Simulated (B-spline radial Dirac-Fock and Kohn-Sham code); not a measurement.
**How the settings move the core levels of Xe**

ΔSCF core binding energies without Breit or QED terms, calculated with a radial finite-basis atomic code. Keys: rel is the Hamiltonian (dirac, or spin-free x2c and nr, where L3 and M5 stand for the whole 2p and 3d shells), method is hf or an exchange,correlation pair (spin-unpolarised, also for the hole states), nuc the nuclear model, radius_factor scales its radius, rmax is the box in bohr, h the logarithmic mesh step, order the B-spline order, points the quadrature points per cell, c_factor scales the speed of light, and damp, ndamp, maxit and tol steer the iteration. The run stops when the commutator error falls below 10·tol·max(1, Z/10), or the numerical noise floor, and the energy has settled to about 1e-8 Ha; the virial ratio is −V/T.

Base input:

```json
{"items": [{"Z": 54, "q": 0, "cfg": [[1, 0, 2], [2, 0, 2], [2, 1, 6], [3, 0, 2], [3, 1, 6], [3, 2, 10], [4, 0, 2], [4, 1, 6], [4, 2, 10], [5, 0, 2], [5, 1, 6]], "A": 132, "rrms": 4.7859, "do": "settings", "holes": ["K", "L3", "M5"],
  "settings": [{"rel": "dirac", "method": "hf", "nuc": "fermi", "radius_factor": 1.0, "rmax": 45.0, "h": 0.3, "order": 8, "points": 10, "c_factor": 1.0, "maxit": 60, "damp": 0.5, "ndamp": 3, "tol": 1e-08}]}]}
```

The ground state converged in 11 iterations, with total energy -7446.89846 Ha, virial ratio 1.94128 and highest orbital energy -11.97 eV. ΔSCF binding energies: K (1s) 34686.9 eV, L3 (2p3/2) 4796.0 eV, M5 (3d5/2) 676.7 eV.

Changes from the base run:

| changed setting | Δ total energy (Ha) | Δ K (eV) | Δ L3 (eV) | Δ M5 (eV) | iterations |
| --- | --- | --- | --- | --- | --- |
| nuc = "gauss" | -0.00103 | +0.01 | 0.00 | 0.00 | 11 |
| radius_factor = 1.2 | +0.10469 | -1.20 | +0.01 | 0.00 | 11 |
| rel = "x2c"; c_factor = 5.0; damp = 0.8 | +206.95658 | -1383.57 | +6.86 | +15.49 | 11 |
| damp = 0.0 | 0.00000 | 0.00 | 0.00 | 0.00 | 10 |
| rmax = 80.0 | 0.00000 | 0.00 | 0.00 | 0.00 | 11 |
| order = 7 | +0.00005 | 0.00 | 0.00 | 0.00 | 11 |
| rel = "x2c"; method = "rpbe,pbe"; damp = 0.8 | +0.38616 | -1.80 | +76.77 | +0.32 | 13 |
| method = "pw91,pw91"; nuc = "gauss"; tol = 1e-06 | ? | ? | ? | ? | ? |
| rel = "x2c"; nuc = "gauss"; radius_factor = 1.2 | +3.43098 | -31.40 | +101.40 | +5.21 | 10 |
| tol = 1e-06 | 0.00000 | 0.00 | 0.00 | 0.00 | 9 |
| method = "rpbe,pbe" | -3.45741 | +29.19 | -24.30 | -4.95 | 10 |

Task: What does the change method = "pw91,pw91"; nuc = "gauss"; tol = 1e-06 do?

Result: The total energy moves by -4.12595 Ha and the binding energies by K +31.33 eV, L3 -22.96 eV, M5 -4.66 eV; the run takes 8 iterations.
